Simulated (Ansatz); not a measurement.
Diatomic PtC, multiplicity 3 (an upper state: multiplicity 1 came lower at CCSD(T)/def2-TZVPP on PBE0 minima). No spin–orbit coupling. The T1 diagnostic near the minimum is 0.046, so single-reference values are doubtful.

Seven points along R, fitted to fifth degree in 1/R; most abundant isotopes. Runs in def2 and cc sets follow the lowest solution found near the PBE0 minimum.

Programs: Ansatz (Gaussian basis) for Hartree–Fock, density functionals and correlated methods.  In def2 rows elements past Kr take small-core potentials, without spin–orbit coupling.

| level | r_e (Å) | ω_e (cm⁻¹) | B_e (cm⁻¹) | α_e (cm⁻¹) | dipole (D) |
|---|---|---|---|---|---|
| PBE/def2-TZVPP | 1.730 | 911 | 0.498 | 0.0037 | 2.08 |
| PBE0/def2-TZVPP | 1.719 | 917 | 0.505 | 0.0038 | 2.28 |
| wB97X-V/def2-TZVPP | 1.717 | 916 | 0.506 | 0.0039 | 2.52 |

Ansatz is a quantum-chemistry and plane-wave program.
